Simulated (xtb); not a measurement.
Ga(Cl)(Me)(NH2) (CH5ClGaN), SMILES [CH3][Ga]([NH2])[Cl]. All values are semi-empirical tight-binding results from xtb (GFN2-xTB unless named), good for trends rather than for accurate numbers. Geometry: GFN2-xTB. The structure was generated by enumeration; whether it is a known compound was not checked. One conformer was computed; it need not be the lowest.

For metal compounds this method's bond lengths and energies can be far off.

Problem. Estimate the properties. (The exact figures need the calculation; the answer reports its results.)

Solution. 
```
Item                                          Result
-------------------------------------  -------------
orbital gap                                  3.99 eV
zero-point energy                      36.3 kcal/mol
G − E(el) at 298.15 K (modified RRHO)  15.5 kcal/mol
```
